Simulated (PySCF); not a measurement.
SMILES CB(C)CC[Si](O)(O)O (C4H13BO3Si) (GFN2-xTB optimised geometry):

```
22

Si     0.345    -2.837     0.000
O     -0.152    -3.673    -1.309
O     -0.143    -3.653     1.325
O      1.975    -2.837     0.000
C     -0.349    -1.065     0.000
C      0.088    -0.243     1.223
B     -0.493     1.220     1.372
C     -1.519     1.808     0.331
C     -0.031     2.104     2.597
H      0.324    -3.566    -2.126
H     -1.012    -4.041     1.327
H      2.428    -2.712     0.828
H     -0.036    -0.538    -0.903
H     -1.439    -1.094    -0.033
H     -0.163    -0.808     2.127
H      1.182    -0.189     1.230
H     -1.118     1.766    -0.681
H     -2.428     1.207     0.310
H     -1.812     2.837     0.529
H     -0.890     2.445     3.174
H      0.649     1.603     3.281
H      0.463     3.009     2.245
```

Level of theory: B3LYP/def2-SVP (PySCF).

What are the frontier orbital energies and the dipole moment?

HOMO-2 -8.46 eV, HOMO-1 -8.16 eV, HOMO -7.16 eV, LUMO -0.37 eV, LUMO+1 0.87 eV; dipole moment 0.97 D.

On the same geometry PySCF with PBE/def2-SVP gives HOMO-2 -7.00 eV, HOMO-1 -6.91 eV, HOMO -5.96 eV, LUMO -1.16 eV, LUMO+1 0.34 eV; dipole moment 0.86 D.

Meta-Löwdin charges at B3LYP/def2-SVP: Si1 1.41, O2 -0.72, O3 -0.72, O4 -0.72, C5 -0.44, C6 -0.27, B7 0.28, C8 -0.41, C9 -0.41, H10 0.33, H11 0.33, H12 0.33, H13 0.09, H14 0.09, H15 0.10, H16 0.09, H17 0.11, H18 0.11, H19 0.09, H20 0.11, H21 0.09, H22 0.11.
